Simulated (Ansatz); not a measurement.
Geometry optimisation of `CO[Si](C)O` radical.

```yaml
crystal:
  periodic: [false, false, false]
  atoms:
    - {symbol: C, position_ang: [-1.169110, -1.520870, -0.224580]}
    - {symbol: O, position_ang: [-0.348170, -0.886780, 0.699260]}
    - {symbol: Si, position_ang: [1.024560, -0.024630, 0.403090]}
    - {symbol: C, position_ang: [0.675330, 1.412050, -0.808640]}
    - {symbol: O, position_ang: [1.427100, 0.513460, 1.882270]}
    - {symbol: H, position_ang: [-2.000050, -1.974840, 0.317500]}
    - {symbol: H, position_ang: [-1.564950, -0.809030, -0.954240]}
    - {symbol: H, position_ang: [-0.624150, -2.302120, -0.761310]}
    - {symbol: H, position_ang: [0.495900, 1.055240, -1.818230]}
    - {symbol: H, position_ang: [-0.206810, 1.962520, -0.481940]}
    - {symbol: H, position_ang: [1.509260, 2.103820, -0.841400]}
    - {symbol: H, position_ang: [0.781090, 0.471180, 2.588220]}
basis:
  gaussian: {orbitals: def2-TZVP}
magnetization: {spin_polarized: true, initial_magnetization: 1}
hamiltonian: {xc: pbe0, dispersion: d4}
relax: {f_tol: 0.005, max_steps: 150}
```

```sh
$ ansatz run in.yaml --threads 2 --pin off --events-out ev --progress --plain --max-ram 22528MiB --backend cuda --devices 0, --max-vram 18GiB
```

It prints (some lines left out):

```
Functional definition: PBE0
mean field -14153.50989259 eV, -520.1318949591 hartree, gradient 1.4e-5 eV, S^2 0.752011; 0 other end points of the search recorded, 0 dependent functions left out
relax step   1: F+E_penalty+E_count = -14153.70960303 eV  Δ(F+E_penalty+E_count) = +0.000e0 eV  max|allowed force component| = 5.885e-1 eV/Å  Δτ_max = 0.0000 Å  (33 SCF iters, accepted)
mean field -14153.54115390 eV, -520.1330437911 hartree, gradient 1.3e-5 eV, S^2 0.751952; 0 other end points of the search recorded, 0 dependent functions left out
relax step   2: F+E_penalty+E_count = -14153.74097441 eV  Δ(F+E_penalty+E_count) = -3.137e-2 eV  max|allowed force component| = 3.658e-1 eV/Å  Δτ_max = 0.0429 Å  (34 SCF iters, accepted)
mean field -14153.55511677 eV, -520.1335569172 hartree, gradient 1.2e-5 eV, S^2 0.751899; 0 other end points of the search recorded, 0 dependent functions left out
relax step   3: F+E_penalty+E_count = -14153.75519062 eV  Δ(F+E_penalty+E_count) = -1.422e-2 eV  max|allowed force component| = 1.731e-1 eV/Å  Δτ_max = 0.0532 Å  (34 SCF iters, accepted)
mean field -14153.56023822 eV, -520.1337451267 hartree, gradient 1.9e-5 eV, S^2 0.751919; 0 other end points of the search recorded, 0 dependent functions left out
relax step   4: F+E_penalty+E_count = -14153.76087258 eV  Δ(F+E_penalty+E_count) = -5.682e-3 eV  max|allowed force component| = 5.278e-1 eV/Å  Δτ_max = 0.0650 Å  (33 SCF iters, accepted)
mean field -14153.56832665 eV, -520.1340423711 hartree, gradient 2.3e-5 eV, S^2 0.751923; 0 other end points of the search recorded, 0 dependent functions left out
relax step   5: F+E_penalty+E_count = -14153.76871908 eV  Δ(F+E_penalty+E_count) = -7.846e-3 eV  max|allowed force component| = 4.795e-1 eV/Å  Δτ_max = 0.1057 Å  (33 SCF iters, accepted)
mean field -14153.57602679 eV, -520.1343253460 hartree, gradient 4.0e-5 eV, S^2 0.751907; 0 other end points of the search recorded, 0 dependent functions left out
relax step   6: F+E_penalty+E_count = -14153.77570027 eV  Δ(F+E_penalty+E_count) = -6.981e-3 eV  max|allowed force component| = 8.396e-1 eV/Å  Δτ_max = 0.2000 Å  (34 SCF iters, accepted)
mean field -14153.58679077 eV, -520.1347209152 hartree, gradient 3.9e-5 eV, S^2 0.751770; 0 other end points of the search recorded, 0 dependent functions left out
relax step   7: F+E_penalty+E_count = -14153.78384788 eV  Δ(F+E_penalty+E_count) = -8.148e-3 eV  max|allowed force component| = 5.758e-1 eV/Å  Δτ_max = 0.1779 Å  (33 SCF iters, accepted)
mean field -14153.48171087 eV, -520.1308593001 hartree, gradient 3.9e-5 eV, S^2 0.752099; 0 other end points of the search recorded, 0 dependent functions left out
relax step   8: F+E_penalty+E_count = -14153.68024340 eV  Δ(F+E_penalty+E_count) = +1.036e-1 eV  max|allowed force component| = 9.666e-1 eV/Å  Δτ_max = 0.1660 Å  (34 SCF iters, rejected (line search))
mean field -14153.59506065 eV, -520.1350248274 hartree, gradient 2.6e-5 eV, S^2 0.751853; 0 other end points of the search recorded, 0 dependent functions left out
relax step   9: F+E_penalty+E_count = -14153.79272860 eV  Δ(F+E_penalty+E_count) = -8.881e-3 eV  max|allowed force component| = 1.823e-1 eV/Å  Δτ_max = 0.0808 Å  (33 SCF iters, accepted)
mean field -14153.59753881 eV, -520.1351158982 hartree, gradient 1.3e-5 eV, S^2 0.751846; 0 other end points of the search recorded, 0 dependent functions left out
relax step  10: F+E_penalty+E_count = -14153.79559402 eV  Δ(F+E_penalty+E_count) = -2.865e-3 eV  max|allowed force component| = 6.800e-2 eV/Å  Δτ_max = 0.0468 Å  (34 SCF iters, accepted)
mean field -14153.59809696 eV, -520.1351364098 hartree, gradient 1.1e-5 eV, S^2 0.751843; 0 other end points of the search recorded, 0 dependent functions left out
relax step  11: F+E_penalty+E_count = -14153.79621279 eV  Δ(F+E_penalty+E_count) = -6.188e-4 eV  max|allowed force component| = 2.590e-2 eV/Å  Δτ_max = 0.0227 Å  (34 SCF iters, accepted)
mean field -14153.59810284 eV, -520.1351366259 hartree, gradient 1.1e-5 eV, S^2 0.751843; 0 other end points of the search recorded, 0 dependent functions left out
relax step  12: F+E_penalty+E_count = -14153.79633492 eV  Δ(F+E_penalty+E_count) = -1.221e-4 eV  max|allowed force component| = 7.336e-3 eV/Å  Δτ_max = 0.0123 Å  (35 SCF iters, accepted)
mean field -14153.59804794 eV, -520.1351346086 hartree, gradient 1.1e-5 eV, S^2 0.751842; 0 other end points of the search recorded, 0 dependent functions left out
relax step  13: F+E_penalty+E_count = -14153.79639181 eV  Δ(F+E_penalty+E_count) = -5.689e-5 eV  max|allowed force component| = 6.968e-3 eV/Å  Δτ_max = 0.0126 Å  (35 SCF iters, accepted)
mean field -14153.59803777 eV, -520.1351342346 hartree, gradient 1.5e-5 eV, S^2 0.751841; 0 other end points of the search recorded, 0 dependent functions left out
relax step  14: F+E_penalty+E_count = -14153.79640909 eV  Δ(F+E_penalty+E_count) = -1.729e-5 eV  max|allowed force component| = 4.886e-3 eV/Å  Δτ_max = 0.0052 Å  (27 SCF iters, accepted)
mean field -14153.59804794 eV, -520.1351346083 hartree, gradient 1.1e-5 eV, S^2 0.751839; 0 other end points of the search recorded, 0 dependent functions left out
relax step  15: F+E_penalty+E_count = -14153.79642309 eV  Δ(F+E_penalty+E_count) = -1.400e-5 eV  max|allowed force component| = 5.699e-3 eV/Å  Δτ_max = 0.0082 Å  (35 SCF iters, accepted)
mean field -14153.59806955 eV, -520.1351354028 hartree, gradient 1.8e-5 eV, S^2 0.751838; 0 other end points of the search recorded, 0 dependent functions left out
relax step  16: F+E_penalty+E_count = -14153.79642900 eV  Δ(F+E_penalty+E_count) = -5.913e-6 eV  max|allowed force component| = 2.709e-3 eV/Å  Δτ_max = 0.0049 Å  (26 SCF iters, accepted)
mean field -14153.59809099 eV, -520.1351361907 hartree, gradient 2.6e-5 eV, S^2 0.751839; 0 other end points of the search recorded, 0 dependent functions left out
relax step  17: F+E_penalty+E_count = -14153.79643433 eV  Δ(F+E_penalty+E_count) = -5.331e-6 eV  max|allowed force component| = 3.211e-3 eV/Å  Δτ_max = 0.0065 Å  (26 SCF iters, accepted)
mean field -14153.59812329 eV, -520.1351373775 hartree, gradient 1.1e-5 eV, S^2 0.751838; 0 other end points of the search recorded, 0 dependent functions left out
relax step  18: F+E_penalty+E_count = -14153.79643625 eV  Δ(F+E_penalty+E_count) = -1.920e-6 eV  max|allowed force component| = 4.685e-3 eV/Å  Δτ_max = 0.0099 Å  (35 SCF iters, accepted)
mean field -14153.59812329 eV, -520.1351373774 hartree, gradient 4.3e-5 eV, S^2 0.751838; 1 other end points of the search recorded, 0 dependent functions left out
Total energy: -14153.79647005 eV, -520.1424264866 hartree
Atom 0 at    -1.198740    -1.560431    -0.260104 Å, force    -0.001396    -0.000328    -0.001330 eV/Å
Atom 1 at    -0.571812    -0.742146     0.698200 Å, force    -0.000472     0.000653     0.000256 eV/Å
Atom 2 at     0.852319     0.056092     0.456056 Å, force     0.003658    -0.004685    -0.000663 eV/Å
Atom 3 at     0.684568     1.435781    -0.792473 Å, force    -0.001171     0.001192     0.001821 eV/Å
Atom 4 at     1.233408     0.779686     1.884260 Å, force    -0.000925     0.002748    -0.001162 eV/Å
Atom 5 at    -2.027759    -2.080509     0.223144 Å, force     0.001282     0.001264    -0.001007 eV/Å
Atom 6 at    -1.600842    -0.968327    -1.089978 Å, force     0.000523    -0.001328     0.001654 eV/Å
Atom 7 at    -0.510839    -2.309294    -0.668588 Å, force    -0.000261     0.001730     0.001076 eV/Å
Atom 8 at     0.395895     1.047559    -1.771253 Å, force    -0.000015    -0.001060     0.000310 eV/Å
Atom 9 at    -0.080114     2.139682    -0.449606 Å, force    -0.000415     0.001356    -0.000520 eV/Å
Atom 10 at     1.630315     1.969981    -0.899839 Å, force    -0.000114    -0.000152     0.000129 eV/Å
Atom 11 at     1.193602     0.231926     2.670179 Å, force    -0.000694    -0.001392    -0.000565 eV/Å
Dipole moment:    -0.123339    -0.196039    -0.135515 e Å
```

It took 25 s on 2 threads of an AMD EPYC 7R13 on a shared host and a share of an NVIDIA H100 80 GB, with 0.91 GiB of host memory at the peak.
